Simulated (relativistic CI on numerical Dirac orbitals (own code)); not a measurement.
Sn XXXI: q coefficients and field-shift factors

Method of calculation: Dirac-Coulomb-Breit CI, KLI orbitals optimised for each configuration, derivatives by finite differences, unscaled Slater integrals, QED left out (own radial code, finite nucleus).

CI space (outside the closed core [Ne]): 3s²3p⁶3d², 3s²3p⁵3d³, 3s3p⁶3d³, 3s²3p⁶3d4s, 3s²3p⁶3d4p, 3s²3p⁶4s². Double excitations out of closed p, d and f shells are left out; levels of such configurations are missing from the list, as are those of other unlisted configurations, and high levels can miss mixing partners.

With x = (α/α₀)² − 1 an excitation energy changes as ω = ω₀ + qx; K = 2q/ω₀ is the relative enhancement. Terms are leading LS components, so labels can repeat. The field-shift factor is F = δν/δ⟨r²⟩ for the transition from the lowest level.

Lowest level 3s²3p⁶3d² ³F2.

| Level | ω₀ (cm⁻¹) | q (cm⁻¹) | F (GHz/fm²) |
| --- | --- | --- | --- |
| 3s²3p⁶3d² ³F3 | 75563 | 84380 | 0.673 |
| 3s²3p⁶3d² ³P0 | 97601 | 17200 | 0.0446 |
| 3s²3p⁶3d² ³F4 | 125357 | 110200 | 0.901 |
| 3s²3p⁶3d² ³P2 | 129781 | 81630 | 0.518 |
| 3s²3p⁶3d² ³P1 | 147277 | 86970 | 0.495 |
| 3s²3p⁶3d² ¹G4 | 208623 | 145800 | 1.21 |
| 3s²3p⁶3d² ³P2 | 227399 | 173300 | 1.22 |
| 3s²3p⁶3d² ¹S0 | 369681 | 156700 | 1.68 |
| 3s²3p⁵3d³ ⁵F°2 | 1260199 | 59370 | 3.12 |
| 3s²3p⁵3d³ ⁵D°1 | 1265589 | 67090 | 3.03 |
| 3s²3p⁵3d³ ⁵D°0 | 1282224 | 81910 | 3.1 |
| 3s²3p⁵3d³ ⁵F°3 | 1291393 | 106900 | 3.57 |
| 3s²3p⁵3d³ ⁵F°4 | 1322912 | 140600 | 3.9 |

At this charge energies of transitions that change n are usually good to better than 1 %, and those within a shell (Δn = 0) to a few per cent. Terms inside the open d or f shell come out 10 to 20 % too wide with unscaled integrals.

Problem. Which transition from the lowest level has the largest |K|?

Solution. 3s²3p⁶3d² ³F3 at 75563 cm⁻¹, K = 2.23.
